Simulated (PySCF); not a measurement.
Compound: C6H2Cl2O2 (charge -1 and doublet state).
Geometry (GFN2-xTB, Å), atoms numbered from 1 in this order:
```xyz
12
C6H2Cl2O2 angstrom
O      0.954    2.506   -0.456
C      0.519    1.358   -0.248
C     -0.887    1.065   -0.125
C     -1.357   -0.188    0.101
Cl    -3.069   -0.438    0.233
C     -0.519   -1.358    0.244
O     -0.954   -2.506    0.452
C      0.888   -1.065    0.121
C      1.357    0.188   -0.105
Cl     3.070    0.438   -0.239
H     -1.567    1.899   -0.223
H      1.567   -1.900    0.218
```

As a line formula: `O=C1C=C(Cl)[C]([O-])C=C1Cl` [radical] (charge -1).

Method: UKS B3LYP, pcH-1 on C Cl H O, non-relativistic, mean-field spin-orbit, GIAO (PySCF). Whether the extra electron is bound in the gas phase wasn't checked; a finite basis holds it in any case. A GFN2-xTB geometry isn't a minimum of the functional, and hyperfine couplings can be far from their values at a DFT geometry, by a factor of two or more for some ions and for spin on atoms past the first row. No stability test was run, so a lower SCF solution isn't excluded.

Problem. Give the principal g shifts and their parts.

Solution. 
| Δg (ppt) | 1 | 2 | 3 |
| --- | --- | --- | --- |
| relativistic mass correction | -0.25 | -0.25 | -0.25 |
| gauge correction | -0.01 | 0.04 | 0.05 |
| orbital Zeeman/spin–orbit | -0.14 | 3.83 | 6.91 |
| total | -0.40 | 3.62 | 6.71 |

So g = 2.00192, 2.00594, 2.00903 and g_iso = 2.00563; the tensor is rhombic: the two nearest values differ by 43 % of g3 − g1. Axes: g1 is normal to the molecular plane and g3 points within 2° of the C6–O7 bond.

Problem. What effective moment and Curie constant follow for a powder?

Solution. With the mean of g² = 4.0226 and S(S+1) = 0.75: μ_eff = √(⟨g²⟩S(S+1)) = 1.737 μB and χT = 0.12505·⟨g²⟩·S(S+1) = 0.377 cm³ K/mol (cgs; spin-Hamiltonian part alone).

Problem. At 93.761 GHz, how far is the centre of the isotropic spectrum from where a free electron (g = 2.002319) resonates?

Solution. B = hν/(g μB) with μB/h = 13.99624 MHz/mT gives 3345.63 mT for the free electron and 3340.10 mT at g_iso, 5.52 mT lower.

Problem. Average each term over the three axes. Which is largest in size?

Solution. The orbital-Zeeman/spin–orbit term 3.53, the mass correction -0.25 and the gauge correction 0.03 ppt, for a total of 3.31 ppt. The orbital-Zeeman/spin–orbit term is the largest in size. The mass correction is the same along every axis, so the anisotropy comes from the other two: their spans along these axes are 0.06 (gauge) and 7.05 ppt (orbital Zeeman/spin–orbit).

Problem. In a frozen sample, at which fields do the three g values resonate at 9.5, 34, 94 and 263 GHz (hyperfine left aside), and which band first spreads them over more than twice a line width of 0.3 mT?

Solution. 
```tsv
band	GHz	B(g3) mT	B(g2) mT	B(g1) mT	spread mT
X	9.5	337.85	338.37	339.05	1.20
Q	34.0	1209.15	1211.01	1213.45	4.30
W	94.0	3342.95	3348.10	3354.82	11.88
J	263.0	9353.14	9367.55	9386.37	33.23
```

The spread grows in proportion to the frequency. X band is the first where it exceeds 0.6 mT.

The Mulliken spin populations are largest on O1 (+0.28), O7 (+0.28), C4 (+0.09) and C9 (+0.09).

The HOMO–LUMO gaps are 4.00 eV among the α and 3.91 eV among the β orbitals.

The SMILES draws the unpaired electron on C6; the largest computed Mulliken spin population is on O1 (0.28 against 0.05).
